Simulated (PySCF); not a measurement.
Level of theory: PySCF 2.14.0 with PBE-D3(BJ)/def2-TZVP // PBE0-D3(BJ)/def2-TZVP. Isolated molecules, 0 K electronic values unless said otherwise. One relaxed conformer stands for a flexible species; it need not be the lowest. Delta-SCF ions had no search for a lower state. Excitations are Tamm–Dancoff values on a coarser integration grid. The basis has no diffuse functions, so Rydberg states are missing or too high.

Reference species (SMILES): `C=[SiH2]` (neutral, multiplicity 1).

The vertical ionisation energy (Delta-SCF) comes out as 8.91 eV, the brightest of the four lowest singlets (TDA) is 5.63 eV and the HOMO–LUMO gap is 3.60 eV.

Changed species: `C=[SiH]O` (C–Si–O–H torsion 0°) (X = hydroxy; the reference has X = H).

Problem. What does the change do to the vertical ionisation energy (Delta-SCF), brightest of the four lowest singlets (TDA) and HOMO–LUMO gap?

Solution. the vertical ionisation energy (Delta-SCF) falls by 0.51 eV, to 8.40 eV; the brightest of the four lowest singlets (TDA) goes up by 0.06 eV, to 5.69 eV; the HOMO–LUMO gap rises by 0.43 eV, to 4.03 eV.
